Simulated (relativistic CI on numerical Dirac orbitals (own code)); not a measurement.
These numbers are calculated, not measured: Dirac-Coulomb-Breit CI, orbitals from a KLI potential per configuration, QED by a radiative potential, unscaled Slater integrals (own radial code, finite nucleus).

The strongest absorption lines from the ground level of an ion, among the configurations computed and to levels below about 786 eV (vacuum wavelength in Å, gf): 25.253 (0.18), 27.788 (0.49), 65.690 (3.5), 84.041 (0.92), 103.01 (0.0011).

Question: Which ion is it?
A. Tb31+
B. Tb29+
C. Er32+
D. Tb27+

Answer: B. Tb29+ has 36 electrons and the ground level 4s2.4p6 1S_0; the strongest line goes to 4s2.4p5.4d 1P°_1. The pattern of lines fixes the number of electrons, and along that sequence the line energies rise steadily with the charge (about as its square where n changes within one kind of shell, about linearly where n is kept but much faster in heavy ions where fine structure, which grows about as Z⁴, sets the gap, and irregularly where shells cross), which fixes Z. Configurations outside the model, such as inner-shell arrays, can give stronger lines. At this charge energies of transitions that change n are usually good to better than 1 %, and those within a shell (Δn = 0) to a few per cent.

LS names give the leading component of a level, which can be under half, so a name can repeat, a term be missing and a line seem to break the LS rules.
